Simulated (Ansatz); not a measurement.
Computed with Ansatz on PBE0-D4/def2-TZVP structures; ΔE is electronic, products minus reactants. CBS: MP2 limit from def2 TZ/QZ plus the TZ coupled-cluster correction, frozen cores. DFT in def2-TZVPP. B3LYP here is the variant with VWN-RPA as its local correlation; programs differ in this. For Ge outer-core shells are correlated without core-valence functions, which leaves a few kJ/mol of doubt a bond. Scalar relativity is left out up to krypton. One conformer a species, not always the lowest.

Reaction (isomerisation): `C[BH][GeH2][Cl]` → `B[CH](Cl)[GeH3]`

CCSD(T)/CBS gives +142.3 kJ/mol.

Question: Another level gave +150.6 kJ/mol. Which?
A. SCS-MP2/def2-TZVPP
B. ωB97M-V/def2-TZVPP
C. B3LYP/def2-TZVPP
D. HF/def2-TZVPP

Answer: C. B3LYP 150.6, HF/def2-TZVPP 162.3, SCS-MP2/def2-TZVPP 140.8, ωB97M-V 144.9 kJ/mol.

Largest T1 diagnostic among the species: 0.011.

In def2-TZVPP, CCSD(T) changes the Hartree–Fock value by −20.2 kJ/mol (the triples alone add −4.2 kJ/mol) and MP2 by −21.9 kJ/mol. From PBE to PBE0 (25 % exact exchange), in def2-TZVPP and without D4, ΔE moves by +4.8 kJ/mol.
